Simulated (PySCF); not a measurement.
The isolated species AsP3SSO nortricyclane (AsOP3S2) is ionised with Mg Kα (hν = 1253.6 eV). Calculated photoelectron kinetic energies of its computed core levels, recoil neglected:

```tsv
line	kinetic energy (eV)
1	1116.77
2	1116.21
3	1115.88
4	1115.31
5	715.07
```

Method: delta-SCF UKS SCAN, pcX-2 on the ionised atom, pcseg-1 elsewhere, spin-free X2C (PySCF 2.14.0).

Q: Convert to binding energies and name the level and atom behind each line. Bonds: As1–S2, As1–S5, As1–O7, S2–P3, P3–P4, P3–P6, P4–S5, P4–P6, P6–O7.

A: Against the vacuum level, binding energy = hν − kinetic energy.

```csv
line,binding energy (eV),level,atoms,environment
1,136.83,P 2p3/2,P3/P4,phosphorus bonded to 2 P and S
2,137.39,P 2p3/2,P6,phosphorus bonded to O and 2 P
3,137.72,P 2p1/2,P3/P4,phosphorus bonded to 2 P and S
4,138.29,P 2p1/2,P6,phosphorus bonded to O and 2 P
5,538.53,O 1s,O7,oxygen bonded to As and P
```

Out of reach at this photon energy: P 1s (2150.4 and 2151.1 eV), S 1s (2477.1 eV).

Q: Where does line 4 move with hν = 1000.0 eV?

A: To 1000.0 − 138.29 = 861.71 eV; every photoline shifts by the change in photon energy, -253.6 eV.

The listed P 2p3/2 values span 0.56 eV, from P3/P4 (bonded to S and 2 P) to P6 (bonded to O and 2 P).

Q: Which photon wavelength matches the P 2p3/2 of P6 threshold?

A: λ = hc/E = 12398.42 eV Å / 137.39 eV = 90.243 Å.

Other core shells, valence and Auger electrons aren't listed. The first atom of each set that the bonding makes equivalent was ionised and stands for the set. Not every level is listed. Spin–orbit coupling isn't in the SCF: each 2p doublet comes from a relaxed spin-free hole plus a matrix of the shell (mean-field spin–orbit coupling and the ground-state 2p splitting), with 2p3/2 averaged over its two sublevels. 2p1/2 minus 2p3/2 (ligand field included): P 0.89 eV. No level of arsenic is listed. Geometry: PBE0-D3(BJ)/def2-SVP, one conformer, isolated molecule.

The run took 47 s wall on Arm Neoverse V1, one thread, on a shared host, and the process peaked at 0.57 GiB of memory.
